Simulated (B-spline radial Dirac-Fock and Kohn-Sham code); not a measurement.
# Relativistic shifts of the levels of Mn⁵⁺

System: manganese as Mn⁵⁺, [Ar] 3d2.

Both columns are ΔSCF binding energies of the configuration average from an atomic code on a B-spline grid: non-relativistic Hartree-Fock with a point nucleus, and Dirac-Fock with a finite nucleus and the Coulomb interaction alone, averaged over the two j levels with weights 2j+1.

```
shell  Hartree-Fock (eV)  Dirac-Fock (eV)  shift (eV)  shift (%)
   1s             6597.9           6653.2      +55.29      +0.84
   2s              869.2            880.5      +11.28      +1.30
   2p              750.6            752.4       +1.75      +0.23
   3s              182.5            184.3       +1.87      +1.02
   3p              144.6            144.9       +0.30      +0.21
   3d              93.42            93.02       -0.40      -0.43
```

Relativity binds 1s, 2s, 2p, 3s, 3p more strongly, among those listed most of all 2s in relative terms, and 3d more weakly, because the contracted s and p shells screen the nucleus better.

Values without a named source are computed, but for edge energies of neutral atoms, which are taken from tables.
